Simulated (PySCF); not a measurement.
B₅H₉S.
Bonds: B1–B2, B1–B3, B1–B4, B2–B3, B2–B5, B3–B4, B3–B5, B3–S8, B4–B5. Hydrogens: H6, H12, H15 on B1; H7, H12, H13 on B2; H10, H14, H15 on B4; H11, H13, H14 on B5; H9 on S8.

NICS = −σ at a ghost point: NICS(0) at the centroid of the ring atoms, NICS(1) 1 Å to either side along the normal of their mean plane, zz for the tensor component along that normal. Level: GIAO B3LYP/pcSseg-1 (PySCF, non-relativistic, gas phase) on the PBE0-D3(BJ)/def2-SVP geometry, one conformer.

Ring bond lengths (Å): B1–B2 1.787, B2–B3 1.699, B3–B1 1.708; B1–B3 1.708, B3–B4 1.700, B4–B1 1.800; B2–B3 1.699, B3–B5 1.710, B5–B2 1.799; B3–B4 1.700, B4–B5 1.786, B5–B3 1.710.

**Question.** Give the NICS values of each ring in ppm.

**Answer.** 
| ring | type | NICS(0) | NICS(1), two faces | NICS(1)zz, two faces | rms pucker (Å) | centre to ring atoms, mean (Å) |
| --- | --- | --- | --- | --- | --- | --- |
| B1–B2–B3 | 3-membered ring with 3 B | -39.0 | -22.3 / -7.8 | -23.0 / -19.6 | 0.00 | 1.00 |
| B1–B3–B4 | 3-membered ring with 3 B | -38.7 | -22.4 / -8.6 | -23.1 / -19.4 | 0.00 | 1.00 |
| B2–B3–B5 | 3-membered ring with 3 B | -38.8 | -22.4 / -8.9 | -23.0 / -19.1 | 0.00 | 1.00 |
| B3–B4–B5 | 3-membered ring with 3 B | -39.0 | -7.8 / -22.3 | -19.3 / -23.3 | 0.00 | 1.00 |

**Question.** What can be read from them?

**Answer.** 
- B1–B2–B3: mean NICS(1)zz -21.3 ppm, shielded. B1, B2, B3 have four or more neighbours, and the NICS criterion for π rings isn't applied. The two faces differ by 3.4 ppm, so no symmetry operation interchanges them. NICS(0) lies 24 ppm below the mean NICS(1).
- B1–B3–B4: mean NICS(1)zz -21.3 ppm, shielded. B1, B3, B4 have four or more neighbours; no verdict on aromaticity is drawn. The two faces differ by 3.7 ppm, so no symmetry operation interchanges them. NICS(0) lies 23 ppm below the mean NICS(1).
- B2–B3–B5: mean NICS(1)zz -21.0 ppm, shielded. B2, B3, B5 have four or more neighbours; no verdict on aromaticity is drawn. The two faces differ by 3.9 ppm, so no symmetry operation interchanges them. NICS(0) lies 23 ppm below the mean NICS(1).
- B3–B4–B5: mean NICS(1)zz -21.3 ppm, shielded. B3, B4, B5 have four or more neighbours, and the NICS criterion for π rings isn't applied. The two faces differ by 4.0 ppm, so no symmetry operation interchanges them. NICS(0) lies 24 ppm below the mean NICS(1).

**Question.** At the first NICS(1) probe listed for ring B1–B3–B4, 1 Å off the ring, what do the in-plane components average?

**Answer.** The isotropic value is a third of the trace: (3 × -22.4 − (-23.1))/2 = -22.0 ppm.

**Question.** How shielded are the nuclei of the rings and their hydrogens (means over atoms taken as equivalent)?

**Answer.** 
| atoms | environment | σ isotropic (ppm) |
| --- | --- | --- |
| B1 (×4) | boron bonded to 3 B and 3 H | 115.5 |
| B3 | boron bonded to 4 B and S | 143.7 |
| H6 (×4) | hydrogen on boron | 28.54 |
| H12 (×4) | hydrogen bonded to 2 B | 33.26 |

**Question.** How do the values depend on the level or the medium?

**Answer.** 
| level | NICS(0), B1–B2–B3 | mean NICS(1)zz, B1–B2–B3 | NICS(0), B1–B3–B4 | mean NICS(1)zz, B1–B3–B4 | NICS(0), B2–B3–B5 | mean NICS(1)zz, B2–B3–B5 |
| --- | --- | --- | --- | --- | --- | --- |
| B3LYP/pcSseg-1, gas | -39.0 | -21.3 | -38.7 | -21.3 | -38.8 | -21.0 |
| PBE0/pcSseg-1, gas | -39.6 | -21.8 | -39.3 | -21.7 | -39.3 | -21.5 |

The geometry is the same throughout.
